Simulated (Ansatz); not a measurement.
Geometry optimisation, Ansatz 0.2.0, UKS PBE0-D4/def2-SVP.

Input file:

```yaml
crystal:
  periodic: [false, false, false]
  atoms:
    - { symbol: Ga, position_ang: [0.0, 0.0, -0.337515] }
    - { symbol: H, position_ang: [0.0, 0.0, 2.435724] }
    - { symbol: Cl, position_ang: [1.864994, 0.0, -1.446873] }
    - { symbol: Cl, position_ang: [-1.864994, 0.0, -1.446873] }
    - { symbol: H, position_ang: [0.0, 0.0, 3.155537] }
magnetization:
  spin_polarized: true
  initial_magnetization: 1
basis:
  gaussian: { orbitals: def2-SVP }
hamiltonian:
  xc: pbe0
  dispersion: d4
relax:
  f_tol: 0.03
  max_steps: 50
```

Launched with:

```bash
$ ansatz run input.yaml --threads 2 --pin off --max-ram 3072MiB --backend cpu --events-out ev --progress --plain --runs-dir out
```

Q: Where does it end, and by what steps?

A: The forces met the threshold. After 3 steps the energy has fallen by 0.055 eV; H5 moved furthest, 0.34 Å.

```csv
step,energy less start (eV),largest force component (eV/Å),accepted
0,0.0000,1.796,yes
1,-0.0514,0.064,yes
2,-0.0538,0.038,yes
3,-0.0545,0.003,yes
```

```xyz
5
Properties=species:S:1:pos:R:3
Ga 0.000 0.000 -0.551
H 0.000 0.000 2.732
Cl 1.866 0.000 -1.657
Cl -1.866 0.000 -1.657
H 0.000 0.000 3.494
```

Whether the end is a true minimum wasn't checked by a vibrational analysis.

Time of the run: 11 s on 2 threads of Arm Neoverse V1, on a shared host, peak memory 0.23 GiB.
